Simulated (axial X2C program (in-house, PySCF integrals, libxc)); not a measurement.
## TiBr⁻: cheaper levels and CCSD(T), with spin–orbit coupling

Calculated with an in-house relativistic program for diatomic molecules. Two-component (2c) means X2C with spin–orbit coupling and atomic mean-field two-electron Coulomb and Gaunt terms. Basis: Br dyall-acv3z [9s10p7d5f1g], Ti dyall-acv3z [11s11p7d4f2g] (cores contracted in-house); Gaussian nuclei, density fitting, unrestricted open shells. Masses: Br 78.918 u, Ti 47.948 u.

State: Ω = 2 (⟨Sz⟩ = -1.00, ⟨Lz⟩ = 3.00 at HF); fragments Br- + Ti.

```
 level  Re (Å)  ωe (cm⁻¹)
  PBE0   2.511      240.4
    HF   2.661      206.1
  CCSD   2.605      217.9
PBEsol   2.439      259.9
```

Correlated methods: 12 electrons correlated (number of frozen shells: Br 3 s, 2 p, 1 d; Ti 3 s, 2 p), 344 virtual spin orbitals or spinors in MP2, 90 natural virtuals in coupled cluster.

CCSD(T), same Hamiltonian and basis:

Re = 2.598 Å, ωe = 218.9 cm⁻¹, De = 1.56 eV; T1 = 0.036 (Lee–Taylor normalisation).

**Question.** Give the differences from CCSD(T) in the columns below.

**Answer.** 

```json
{"level": "PBE0", "ΔRe (Å)": "-0.087", "Δωe (cm⁻¹)": "21.5"}
{"level": "HF", "ΔRe (Å)": "0.063", "Δωe (cm⁻¹)": "-12.8"}
{"level": "CCSD", "ΔRe (Å)": "0.007", "Δωe (cm⁻¹)": "-1.0"}
{"level": "PBEsol", "ΔRe (Å)": "-0.159", "Δωe (cm⁻¹)": "41.0"}
```

The state is a single determinant with fixed occupations, the lowest that a limited PBE0 search found. Dissociation energies refer to the lowest single-determinant-based atoms at the same level and basis. De is not given where an atomic determinant may have missed its ground term or J level, or where the truncated virtual space spoils (T). Density functionals use the spin component along the axis (collinear). Coupled cluster ran in a truncated set of natural virtual spinors; the MP2 energy of the rest was added. (T) has no such correction and the atoms are truncated less, which lowers De at CCSD(T) by a hundredth of an eV or more. In 2c an atomic determinant is not the ground J level, so De misses part of the atomic spin–orbit lowering. This holds for CCSD(T). Other states lie close and PBE0, whose exact exchange favours high spin, may order them wrongly; the determinant shown need not be the ground state. The nearest other 2c determinant of the search, Ω = 4, lies 0.05 eV up at the distance of the search. The functionals have no current-density term, which raises determinants with orbital currents, atoms included. With several unpaired electrons one determinant need not be a pure state. The outer-core s and p shells of the metal are frozen in the correlated rows, which leaves out core–valence correlation; for alkali and alkaline-earth bonds that tends to lengthen them. At some level and bond length an empty orbital lies below a filled one. The highest occupied level of some functionals is positive through self-interaction error; at Hartree–Fock it is bound. The determinant is spin-polarised beyond a pure state at some levels (its spin-free form has ⟨S²⟩ too high), which makes Re and μ there less reliable. With the outer-core shells frozen, correlated bond lengths of heavy atoms tend to come out a few hundredths of an ångström too long.
